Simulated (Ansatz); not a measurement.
One change: `[SH][Ge]([SH])([Cl])[Cl]` becomes `S[Si](S)(Cl)Cl`.

Ansatz, PBE0-D4/def2-TZVP geometries, multiplicity 1. Each molecule was computed in one conformer, which needn't be the lowest.

Scalar relativity is left out up to krypton.

```
                               property  `[SH][Ge]([SH])([Cl])[Cl]`
HOMO–LUMO gap (ωB97M-V/def2-TZVPP) / eV                       10.60
    HOMO–LUMO gap (PBE/def2-TZVPP) / eV                        4.15
     LUMO energy (PBE0/def2-TZVPP) / eV                       -1.81
  LUMO energy (ωB97M-V/def2-TZVPP) / eV                        0.22
    LUMO energy (B3LYP/def2-TZVPP) / eV                       -2.09
      LUMO energy (PBE/def2-TZVPP) / eV                       -2.74
```

**Question.** What does the change do to each property? (Best estimate.)

**Answer.** Computed: 
| property | `S[Si](S)(Cl)Cl` | shift |
| --- | --- | --- |
| HOMO–LUMO gap (ωB97M-V/def2-TZVPP) / eV | 11.76 | 1.16 |
| HOMO–LUMO gap (PBE/def2-TZVPP) / eV | 5.30 | 1.15 |
| LUMO energy (PBE0/def2-TZVPP) / eV | -0.54 | 1.27 |
| LUMO energy (ωB97M-V/def2-TZVPP) / eV | 1.51 | 1.29 |
| LUMO energy (B3LYP/def2-TZVPP) / eV | -0.78 | 1.31 |
| LUMO energy (PBE/def2-TZVPP) / eV | -1.50 | 1.24 |

With PBE0 the HOMO rises by 0.11 eV and the LUMO rises by 1.27 eV, so the gap widens by about 1.16 eV. PBE moves the HOMO by 0.09 eV and ωB97M-V by 0.13 eV.

B3LYP here is the variant with VWN-RPA as its local correlation; programs differ in this.
